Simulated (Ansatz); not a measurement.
Si16OH28, relaxed as a triplet with UKS PBE-D4/def2-SVP in Ansatz, starting from the PBE-D4/def2-SVP geometry of the neutral singlet. Force threshold 0.03 eV/Å.

Single mean-field runs in def2-SVP are fitted with def2-universal-jkfit. At PBE-D4/def2-SVP a singlet of charge 0 lies 0.56 eV below the triplet, each at its own geometry.

Start:

```xyz
45

Si   -2.042   -1.839    2.979
Si    3.281   -2.323    0.082
Si    1.719   -0.791   -2.792
O    -0.220   -2.006    0.062
Si    0.366    1.342    3.135
Si    0.971    1.536    0.857
Si   -0.671    2.684   -0.393
Si   -3.338    1.820    2.446
Si    1.757    2.518   -3.529
Si    1.182   -2.386    1.135
Si   -1.823   -2.477    0.727
Si   -1.769    0.435    3.525
Si   -0.285   -1.225   -1.637
Si    2.877   -2.751   -2.194
Si    2.997    1.072   -2.108
Si   -2.873    2.017    0.147
Si   -0.467    2.643   -2.755
H    -3.477   -2.248    3.230
H    -1.161   -2.738    3.806
H     3.999   -3.408    0.850
H     3.915   -0.990    0.359
H     1.064   -1.083   -4.141
H     1.404    0.565    3.909
H     0.298    2.728    3.732
H     1.189    0.134    0.340
H     2.282    2.266    0.844
H    -0.564    4.107    0.107
H    -4.737    1.302    2.680
H    -3.217    3.171    3.106
H     1.608    2.224   -5.010
H     2.257    3.947   -3.449
H     0.799   -3.789    1.534
H     0.960   -1.510    2.337
H    -1.898   -3.960    0.504
H    -2.792   -1.769   -0.169
H    -2.051    0.437    5.011
H    -1.155   -2.276   -2.286
H    -1.187   -0.077   -1.286
H     2.126   -4.062   -2.257
H     4.195   -2.917   -2.903
H     4.031    0.686   -3.191
H    -3.201    0.686   -0.486
H    -3.828    3.028   -0.441
H    -1.260    1.433   -3.206
H    -1.261    3.844   -3.216
```

| step | energy (eV) | largest force component (eV/Å) | SCF passes |
| --- | --- | --- | --- |
| 1 | -128437.5594 | 1.688 | 23 |
| 2 | -128438.3541 | 0.696 | 25 |
| 3 | -128438.5864 | 0.389 | 24 |
| 4 | -128438.7088 | 0.289 | 24 |
| 5 | -128438.7663 | 0.163 | 22 |
| 6 | -128438.7810 | 0.300 | 21 |
| 7 | -128438.7931 | 0.303 | 21 |
| 8 | -128438.8240 | 0.287 | 21 |
| 9 | -128438.8594 | 0.397 | 25 |
| 10 | -128438.8836 | 0.383 | 24 |
| 11 | -128438.9253 | 0.343 | 21 |
| 14 | -128439.0010 | 0.198 | 20 |
| 17 | -128439.0369 | 0.060 | 19 |
| 20 | -128439.0511 | 0.099 | 19 |
| 23 | -128439.0670 | 0.094 | 20 |
| 26 | -128439.0760 | 0.080 | 20 |
| 29 | -128439.0815 | 0.126 | 19 |
| 32 | -128439.0883 | 0.164 | 20 |
| 35 | -128439.0929 | 0.093 | 20 |
| 38 | -128439.0979 | 0.038 | 19 |
| 41 | -128439.0998 | 0.028 | 20 |
| 44 | -128439.1017 | 0.065 | 20 |
| 47 | -128439.1029 | 0.036 | 20 |
| 50 | -128439.1039 | 0.031 | 20 |
| 53 | -128439.1046 | 0.019 | 20 |

Force components are those of the run's own axes.

End:

```tsv
atom	x (Å)	y (Å)	z (Å)
Si1	-2.0346	-1.7633	3.2771
Si2	3.1612	-2.2284	0.0839
Si3	1.4208	-1.0413	-3.1508
O4	-0.1009	-2.4645	0.6080
Si5	0.4208	1.3648	2.9844
Si6	0.8864	1.2972	0.6695
Si7	-0.7382	2.6359	-0.3881
Si8	-3.3435	1.7351	2.3063
Si9	1.8742	2.9816	-3.1959
Si10	1.3300	-2.6538	1.4947
Si11	-1.7192	-2.5966	1.0932
Si12	-1.7190	0.5542	3.5406
Si13	-0.7887	-1.0515	-2.3731
Si14	2.5852	-2.8138	-2.1238
Si15	2.5930	0.8720	-2.5045
Si16	-2.8861	1.7508	-0.0032
Si17	-0.4181	3.0538	-2.6886
H18	-3.4677	-2.0676	3.6485
H19	-1.1444	-2.5136	4.2377
H20	4.3122	-3.0786	0.5642
H21	3.5927	-0.7850	0.1412
H22	1.4480	-1.2322	-4.6557
H23	1.4810	0.6397	3.7746
H24	0.4558	2.8174	3.3962
H25	0.8158	-0.1165	0.1609
H26	2.2766	1.8439	0.4586
H27	-0.6776	3.9744	0.3141
H28	-4.7089	1.1503	2.5766
H29	-3.3471	3.1690	2.7776
H30	2.1358	3.2536	-4.6594
H31	2.6001	4.0277	-2.3866
H32	1.4120	-4.0699	2.0097
H33	1.2970	-1.7355	2.6935
H34	-2.1408	-4.0437	1.0403
H35	-2.5546	-1.8175	0.1179
H36	-1.9548	0.8550	5.0046
H37	-1.2913	-2.4597	-2.1851
H38	-1.7464	-0.3148	-3.2756
H39	1.7706	-4.0825	-2.1184
H40	3.8501	-3.0706	-2.9063
H41	4.0895	0.6709	-2.5427
H42	-2.9650	0.3547	-0.5654
H43	-3.9097	2.5983	-0.7192
H44	-1.1237	2.0074	-3.5110
H45	-1.0282	4.3931	-3.0206
```

Bonds lost: O4–Si13 (atoms count from 1).

The force fell under the threshold at step 36, but the optimiser went on and released 0.009 eV more. No frequencies were taken in this run, so the end may be a saddle point.

Hardware: 2 threads of AMD EPYC 7R13 on a shared host and a share (18 GiB) of an NVIDIA H100 80GB HBM3. Wall time 5.9 min.
